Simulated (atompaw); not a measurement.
**PBE PAW (atompaw) dataset for niobium, scalar-relativistic all-electron reference.**

- Element: Nb (Z = 41)
- Generator: atompaw 4.2.0.5
- Type: PAW
- Functional: PBE
- Relativity: scalar-relativistic
- Frozen core: [Ar] 3d10
- Valence charge: 13
- Reference configuration: 4s2 4p6 4d4 5s1 5p0
- Partial waves: 4s (bound): rc 2.00 bohr; 5s (bound): rc 2.50 bohr; 4p (bound): rc 2.10 bohr; 5p (bound, empty): rc 2.05 bohr; 4d (bound): rc 2.50 bohr; 4d channel at 1.4 Ry: rc 2.50 bohr
- Local potential: bessel scheme, radius 2.20 bohr
- Core correction: smooth core density matched at 1.80 bohr
- Augmentation charge: sinc compensation charge, radius 2.05 bohr; PAW radius 2.50 bohr; waves and projectors: custom polynom2 7 10 vanderbiltortho

All-electron outer shells of the reference configuration (PBE, scalar-relativistic, ld1.x):

```json
{"shell": "3p", "level (eV)": "-346.84", "outermost node (bohr)": "0.17", "outermost maximum (bohr)": "0.39"}
{"shell": "3d", "level (eV)": "-196.29", "outermost node (bohr)": "–", "outermost maximum (bohr)": "0.33"}
{"shell": "4s", "level (eV)": "-58.39", "outermost node (bohr)": "0.53", "outermost maximum (bohr)": "1.04"}
{"shell": "4p", "level (eV)": "-34.52", "outermost node (bohr)": "0.54", "outermost maximum (bohr)": "1.12"}
{"shell": "5s", "level (eV)": "-3.98", "outermost node (bohr)": "1.41", "outermost maximum (bohr)": "3.08"}
{"shell": "4d", "level (eV)": "-3.04", "outermost node (bohr)": "0.55", "outermost maximum (bohr)": "1.49"}
{"shell": "5p", "level (eV)": "-1.11", "outermost node (bohr)": "1.63", "outermost maximum (bohr)": "4.26"}
```

Calculated quality:

- Cutoffs needed: 30 Ry and 60 Ry (the cutoffs (Ry, on a coarse ladder) from which the occupation-weighted sum of valence levels, in a spherical-Bessel basis at the reference potential, stays within 10 and 1 mRy of its value at 400 Ry)
- Ghost test: no extra level below or beside the all-electron valence levels (s, p, d, f tested) (spherical-Bessel basis up to 400 Ry, 20 bohr box)
- Lowest eigenvalue of the overlap operator: 0.41 (s channel)
- Overlap eigenvalues printed by atompaw (projector basis): 0.321, 1.72, 3.83, 51.9, 210, 474
- Share of each valence orbital outside the PAW sphere: 4s 1 %, 5s 83 %, 4p 2 %, 5p 95 %, 4d 31 %

Generation and tests took about 11 s on one core of a shared server CPU.
